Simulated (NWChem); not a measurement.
Species: Si2H6O; SMILES O[SiH2][SiH3]

```xyz
9

Si    -0.5353     0.7273     0.0095
O      0.7612     1.7772    -0.1116
Si     0.1698    -1.5177    -0.0104
H     -1.3351     0.9672     1.2559
H     -1.4013     1.0097    -1.1696
H      1.4401     1.7001     0.5649
H      1.1114    -1.7710     1.1272
H      0.8825    -1.8436    -1.2843
H     -1.0021    -2.4373     0.1370
```
Atoms are numbered in this order, from 1.

Computed with NWChem. Geometry optimised at PBE0/def2-SVP; all other runs use it. Pople sets run with spherical d functions.

| quantity | level | value |
|---|---|---|
| charge (e), Mulliken O2 | Hartree-Fock/6-31G* | -0.90 |
| vertical, lowest state with f > 0.02, singlet (eV) | B3LYP/6-31+G*, full TDDFT | … |
| dipole in solution (D) in 2-propanol | M05-2X/def2-SVP, SMD | 1.61 |
| first state with f > 0.002 (eV), O K edge, unshifted | BHandHLYP/6-311G**, TDA | … |
| dipole (D) | PBE0/def2-SVP | … |
| highest harmonic frequency (cm⁻¹) | PBE0/def2-SVP | 3934 |

**Question.** What belongs in the gaps?

**Answer.** 
- vertical, lowest state with f > 0.02, singlet (eV), value: 7.17
- first state with f > 0.002 (eV), O K edge, unshifted, value: 531.4
- dipole (D), value: 1.21
